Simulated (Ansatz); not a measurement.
`C#CCBCC` + `[NH2][SnH3]` → `C#C[NH][SnH3]` + `CBCC`  (substitution at a C–C bond)

Program: Ansatz. Geometries: PBE0-D4/def2-TZVP. ΔE: electronic, gas phase. CBS: MP2 limit from def2 TZ/QZ plus the TZ coupled-cluster correction, frozen cores. Elements past krypton have def2 core potentials. For Sn outer-core shells are correlated without core-valence functions, which leaves a few kJ/mol of doubt a bond. One conformer a species, not always the lowest.

```tsv
level	ΔE (eV)
HF/def2-TZVPP	0.08
CCSD/def2-TZVPP	0.21
```

**Question.** What does CCSD(T)/CBS give? (Best estimate.)

**Answer.** Ansatz gave: +0.24 eV. The listed levels differ from it by -0.16, -0.03 eV.

Largest T1 diagnostic among the species: 0.014.

In def2-TZVPP, CCSD(T) changes the Hartree–Fock value by +0.16 eV (the triples alone add +0.02 eV) and MP2 by +0.19 eV.
